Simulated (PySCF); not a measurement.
Species: B2H6NP.
Numbering: `[BH2:1][PH:2][BH:3][NH2:4]` (hydrogens: H5, H6 on B1; H7 on P2; H8 on B3; H9, H10 on N4)

Method used: PBE0-D3(BJ)/def2-SVP geometry optimisation, gas phase in PySCF 2.14.0.

(1) Give the optimised bond lengths and angles.

## Answers

(1) 
```
         bond  length (bohr)
        B1–P2          3.436
        P2–B3          3.584
        B3–N4          2.624
 B1–H5, B1–H6          2.282
        P2–H7          2.667
        B3–H8          2.283
N4–H9, N4–H10          1.912
```

Bonds in one row agree within 0.02 bohr and their mean is given. A selection of angles:
```
    angle  degrees
 P2–B1–H5    120.7
 P2–B1–H6    117.7
 H5–B1–H6    121.3
 B1–P2–B3    121.0
 B1–P2–H7    114.8
 B3–P2–H7    111.0
 P2–B3–N4    121.2
 P2–B3–H8    118.4
 N4–B3–H8    120.4
 B3–N4–H9    122.3
B3–N4–H10    123.8
H9–N4–H10    113.9
```

Torsions: B1–P2–B3–N4 -27° (synperiplanar). The mirror-image conformer, all signs reversed, is as good.

B3 (three-coordinate boron) is planar (angles 121.2°, 120.4° and 118.4°, sum 360.0°, 0.02 Å off the plane of its three neighbours). The B–P distances run from 1.818 Å (B1–P2, drawn single) to 1.897 Å (P2–B3, drawn single), a spread of 0.079 Å. B1 (three-coordinate boron) is planar (angles 121.3°, 120.7° and 117.7°, sum 359.8°, 0.04 Å off the plane of its three neighbours). N4 (boron-bound nitrogen) is planar (angles 123.8°, 122.3° and 113.9°, sum 360.0°, 0.00 Å off the plane of its three neighbours). P2 (three-coordinate phosphorus) is pyramidal (angles 121.0°, 114.8° and 111.0°, sum 346.7°, 0.36 Å off the plane of its three neighbours).

Point group: C1 (no symmetry element, even within 0.4 Å). No PBE0-D3(BJ)/def2-SVP frequencies stand behind this structure, so it isn't proved a minimum. One conformer, not necessarily the lowest (H–B1–P2–B3 -157° and 29°, B1–P2–B3–N4 -27°).
